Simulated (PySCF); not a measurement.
C2H8FNSi2, SMILES [SiH2]([Si@H](C=C)N)F. Coordinates come from a PBE-D3(BJ)/def2-SVP optimisation. The structure was generated by enumeration; whether it is a known compound was not checked. Other conformers were not sampled.

Q: Give the equilibrium geometry at PBE-D3(BJ)/def2-SVP (PySCF confirms it by a frequency run) as Cartesian coordinates in Å. (The exact figures need the calculation; the answer reports its results.)

A: This is not unique; one that fits is 
```xyz
14

C     -2.5495    -0.8418     0.0843
C     -1.6199    -0.4617     0.9849
Si    -0.2659     0.7676     0.5657
N     -0.7655     1.6472    -0.8637
Si     1.7561    -0.3185     0.0382
F      1.5104    -1.4027    -1.1796
H     -2.5465    -0.4318    -0.9407
H     -3.3428    -1.5696     0.3283
H     -1.6483    -0.8981     2.0009
H      0.0238     1.5848     1.8135
H     -1.6189     2.2113    -0.8024
H     -0.0566     2.1474    -1.4058
H      2.8122     0.6522    -0.4306
H      2.2954    -1.0677     1.2292
```
